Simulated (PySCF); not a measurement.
1,2,4-triazole (C2H3N3), SMILES c1n[nH]cn1.

Geometry optimised at TPSSh-D3(BJ)/def2-SVP.

Level of theory: PySCF with PBE/def2-TZVP.

Isolated molecule, no solvent.

### Question
Estimate the frontier levels, gap, dipole moment and polarisability. (An estimate is asked for; the answer gives what the named calculation found.)

### Answer

highest occupied level: -6.56 eV
lowest empty level: -1.06 eV
orbital gap: 5.50 eV
dipole moment: 2.84 D
quadrupole, principal values (traceless, Buckingham form, about the centre of nuclear charge): -7.66, -2.89, 10.55 D·Å
mean static polarisability: 40.9 bohr³ (6.06 Å³)
polarisability, principal values: 26.1, 45.9, 50.7 bohr³
